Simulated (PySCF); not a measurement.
## Ca (calcium, neutral) across methods

[Ar] 4p2, high-spin 3P determinant (an excited configuration). All numbers are calculated (PySCF 2.14, scalar relativity by spin-free X2C-1e, in aug-cc-pwCVQZ-X2C (11s10p8d6f3g, 150 functions)).

```tsv
method	E (hartree)	mean ε 3p α (eV)	mean ε 3p β (eV)	mean ε 4p α (eV)	Σ⟨r²⟩ (bohr²)	⟨S²⟩
r2SCAN	-680.263	-31.159	-31.085	-2.712	69.86	2.000
PBE	-680.089	-30.379	-30.270	-2.679	69.46	2.000
UHF	-679.48338	-39.078	-38.879	-4.041	76.67	2.000
MN15	-680.554	-33.802	-33.687	-3.013	73.15	2.000
LDA	-678.434	-30.408	-30.293	-2.655	69.34	2.000
PBE0	-680.125	-32.825	-32.696	-3.111	70.47	2.000
```
